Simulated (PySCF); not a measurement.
A structure optimised at PBE0-D3(BJ)/def2-SVP, used in a PySCF frequency run:

```
C
H 1 1.1105
C 1 1.5288 2 107.73
H 3 1.1008 1 112.24 2 60.50
H 3 1.1029 4 106.81 1 -122.44
H 3 1.1050 4 107.72 5 -114.49
C 1 1.5309 2 107.22 3 -120.88
H 7 1.1024 1 112.52 2 -59.89
H 7 1.1037 8 107.07 1 122.99
H 7 1.1048 8 107.17 9 114.04
Al 1 1.9644 2 103.47 7 -118.77
O 11 1.7093 1 117.35 2 -99.16
H 12 0.9584 11 125.49 1 178.66
H 11 1.5944 12 118.92 13 -0.17
```
Charge 0, spin multiplicity 1.

Write its SMILES and formula.

C[CH](C)[AlH][OH], C3H9AlO

What are its rotational constants (standard atomic weights)?

6.2729, 2.4088, 1.8499 GHz
